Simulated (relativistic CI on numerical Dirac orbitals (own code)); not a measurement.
## Electric-dipole transitions in Ag XVI

These numbers are calculated, not measured: Dirac-Coulomb-Breit CI, separate exchange-only KLI orbitals for each configuration, QED by a radiative potential, unscaled Slater integrals (own radial code, finite nucleus).

Configurations in the expansion (outside the closed core [Ar] 3d10): 4s2 4p2, 4s 4p3, 4p4, 4s2 4p 4d, 4s 4p2 4d, 4s2 4p 4f, 4s 4p2 4f, 4p3 4d, 4s 4p 4d2, 4s2 4p 5s, 4s2 4d 4f, 4p3 4f, 4s2 4p 5p, 4p3 5s, 4s 4p2 5s, 4s 4p 4d 5s, 4s2 4p 5d, 4s 4p2 5p, 4s2 4f 5s, 4p2 4d 4f, 4s2 4p 5f, 4s 4p 4f2, 4s2 4p 6s, 4s2 4p 5g, 4s 4p2 5d, 4s2 4p 6p, 4s 4p 5s2, 4s2 4d2, 4s 4d3, 4s 4d2 4f, 4p2 4d2, 4p 4d3, 4p 4d2 4f, 4p 4d2 5s, 4s2 4f2, 4s 4d 4f2, 4s 4f3, 4p2 4f2, 4p 4d 4f2, 4p 4f3, 4p 4f2 5s, 4s2 4d 5s, 4s 4d2 5s, 4s 4d 4f 5s, 4s 4p 4d 4f, 4s2 5s2, 4s 4d 5s2, 4s 4f 5s2, 4p2 4d 5s, 4p 4d 4f 5s, 4p 4d 5s2, 4s 4p 4f 5s, 4s 4f2 5s. Double excitations out of closed p, d and f shells are left out; levels of such configurations are missing from the list, as are those of other unlisted configurations, and high levels can miss mixing partners. These lack a partner that the ground configuration has and come out too high: 4s 4p2 5p, 4s 4p2 5d, 4s2 4p 5p, 4s2 4p 5d, 4s2 4p 5f.

```csv
λ vac (nm),Lower,Upper,A (s⁻¹),E lower (cm⁻¹),E upper (cm⁻¹)
15.430,4s2 4p2 3P_2 [3],4s2 4p 4d 1F°_3 [26],4.45e+10,57011,705081
15.996,4s 4p3 3D°_1 [7],4s 4p2 4d 3F_2 [67],1.07e+11,368232,993388
16.099,4s 4p3 3D°_2 [8],4s 4p2 4d 3F_3 [68],1.45e+11,374362,995531
16.131,4s 4p3 3D°_3 [9],4s 4p2 4d 3F_4 [72],2.26e+11,391025,1010946
16.150,4s 4p2 4d 1G_4 [58],4s 4p 4d2 1H°_5 [276],1.71e+11,961154,1580360
16.186,4s 4p2 4d 3G_4 [52],4s 4p2 4f 3H°_5 [261],1.56e+11,937170,1555002
16.206,4p4 3P_2 [28],4p3 4d 3D°_3 [143],1.81e+11,737582,1354631
16.277,4s 4p2 4d 3G_5 [55],4s 4p2 4f 3H°_6 [268],2.09e+11,952560,1566906
16.282,4s 4p3 3P°_2 [12],4s 4p2 4d 3D_3 [78],8.54e+10,437572,1051761
16.298,4p4 1D_2 [31],4p3 4d 1F°_3 [164],1.71e+11,795867,1409435
16.306,4s2 4p2 3P_1 [2],4s2 4p 4d 3P°_1 [23],1.04e+11,42415,655679
16.307,4s2 4p2 3P_0 [1],4s2 4p 4d 3D°_1 [20],1.68e+11,0,613246
16.463,4s 4p3 5S°_2 [6],4s 4p2 4d 5P_1 [48],1.70e+11,304592,912013
16.522,4s2 4p 4d 3F°_3 [17],4s2 4p 4f 3G_4 [94],9.33e+10,572417,1177678
16.558,4s 4p3 5S°_2 [6],4s 4p2 4d 5P_2 [47],1.76e+11,304592,908519
16.559,4s 4p2 4d 5F_5 [41],4s 4p2 4f 5G°_6 [204],1.28e+11,863907,1467808
16.622,4s 4p3 1D°_2 [13],4s 4p2 4d 1F_3 [85],1.84e+11,485053,1086683
16.643,4s2 4p2 3P_2 [3],4s2 4p 4d 3D°_3 [24],1.68e+11,57011,657873
16.677,4s2 4p2 3P_1 [2],4s2 4p 4d 1D°_2 [21],7.85e+10,42415,642039
16.704,4s 4p3 3D°_2 [8],4s 4p2 4d 3D_2 [61],8.25e+10,374362,973030
16.734,4s 4p2 4d 3F_4 [72],4s 4p2 4f 3G°_5 [294],2.57e+11,1010946,1608532
16.753,4s 4p3 5S°_2 [6],4s 4p2 4d 5P_3 [46],1.41e+11,304592,901489
16.835,4s 4p3 3S°_1 [14],4s 4p2 4d 3P_2 [84],1.51e+11,491327,1085314
16.857,4s2 4p2 1D_2 [4],4s2 4p 4d 1F°_3 [26],1.78e+11,111852,705081
16.893,4s2 4p 4d 3D°_1 [20],4s2 4p 4f 3D_2 [98],1.86e+11,613246,1205191
16.898,4s 4p3 3D°_3 [9],4s 4p2 4d 3F_3 [63],6.63e+10,391025,982795
16.981,4s2 4p 4d 1F°_3 [26],4s2 4p 4f 1G_4 [127],3.54e+11,705081,1293977
17.120,4s2 4p 4d 3F°_2 [15],4s2 4p 4f 3G_3 [90],1.00e+11,550027,1134135
17.125,4s 4p2 4d 5P_3 [46],4s 4p 4d2 5D°_4 [213],1.94e+11,901489,1485438
17.180,4s2 4p 4d 3P°_2 [18],4s2 4p 4f 3D_3 [95],1.57e+11,601471,1183533
17.182,4s2 4p 4d 3F°_4 [19],4s2 4p 4f 3G_5 [97],1.50e+11,610161,1192175
17.251,4s 4p2 4d 5F_4 [36],4s 4p2 4f 5G°_5 [176],9.76e+10,843577,1423270
17.328,4s2 4p 4d 3D°_3 [24],4s2 4d2 3F_4 [109],3.19e+11,657873,1234960
17.358,4s2 4p 4d 3P°_1 [23],4s2 4p 4f 3D_2 [107],1.56e+11,655679,1231798
17.416,4s2 4p 4d 1D°_2 [21],4s2 4p 4f 1F_3 [101],1.90e+11,642039,1216237
17.464,4s2 4p 4d 3D°_2 [25],4s2 4p 4f 3F_3 [110],2.04e+11,662811,1235428
17.730,4s2 4p2 1S_0 [5],4s2 4p 4d 1P°_1 [27],1.49e+11,151211,715236
17.776,4s2 4p 4d 1P°_1 [27],4s2 4p 4f 1D_2 [124],2.53e+11,715236,1277803
17.861,4s 4p3 1D°_2 [13],4s 4p2 4d 1D_2 [77],1.00e+11,485053,1044923
17.887,4s2 4p2 3P_1 [2],4s2 4p 4d 3P°_2 [18],6.77e+10,42415,601471
18.150,4s2 4p2 1D_2 [4],4s2 4p 4d 3D°_2 [25],8.48e+10,111852,662811
18.190,4s2 4d2 3F_4 [109],4s2 4d 4f 3G°_5 [397],2.87e+11,1234960,1784728
18.367,4s2 4p2 3P_2 [3],4s2 4p 4d 3P°_2 [18],5.10e+10,57011,601471
22.682,4s2 4p2 1D_2 [4],4s 4p3 1P°_1 [16],6.20e+10,111852,552722
23.025,4s2 4p2 3P_2 [3],4s 4p3 3S°_1 [14],6.40e+10,57011,491327
```

Terms are leading LS components. Brackets give the number of a level in order of energy, since labels repeat. The list gives strong lines, with weight on those to low levels, without lines whose two gauges differ by over a factor of 2.5, among the lowest 400 of 4223 levels, so that lines to higher ones, which can be the strongest, are missing. Levels whose partners in the same complex of configurations lie outside the list can be far off, and so can their lines. Rates are taken at the computed energies, electric ones in the length gauge.

At this charge energies of transitions that change n are usually good to better than 1 %, and those within a shell (Δn = 0) to a few per cent.

Question: From the table, what is the radiative lifetime of 4s2 4p 4d 1F°_3?

Answer: The listed rates from this level add up to about 2.23e+11 s⁻¹, 100 % of its decay; with all channels τ = 4.49e-12 s.

LS names give the leading component of a level, which can be under half, so a name can repeat, a term be missing and a line seem to break the LS rules.
